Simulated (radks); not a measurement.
The numbers below are computed, except where a source is named.
Problem. These are the eigenvalues of the occupied orbitals of an atom or ion with whole-number occupations (eV). Level of theory: Dirac Kohn-Sham, PBE, spin-unpolarised, spherical densities, finite nucleus; Fermi nuclear charge, rms radius of each element as measured or else 0.836 A^(1/3) + 0.57 fm (a radial shooting solver on a logarithmic mesh with Libxc functionals).

| orbital | eigenvalue |
|---|---|
| 1s1/2 | -9565.597 |
| 2s1/2 | -1200.437 |
| 2p1/2 | -1062.202 |
| 2p3/2 | -1038.330 |
| 3s1/2 | -171.0200 |
| 3p1/2 | -127.1151 |
| 3p3/2 | -124.0051 |
| 3d3/2 | -50.9369 |
| 3d5/2 | -50.5417 |

Which element is it, and in what charge state? The configuration may be excited. Open shells, if any, fill j = l - 1/2 first.

Solution. Z = 30, zinc, charge +3: Zn3+ in [Ar] 3d9. The list shows which subshells hold electrons but not how many an open one holds; the 1s level, -351.53 hartree, gives Z - s = 26.5 by -(Z - s)^2/2, which with screening and relativity narrows Z to a few neighbours, and the depths of the outer levels then fix element, charge and occupations together.
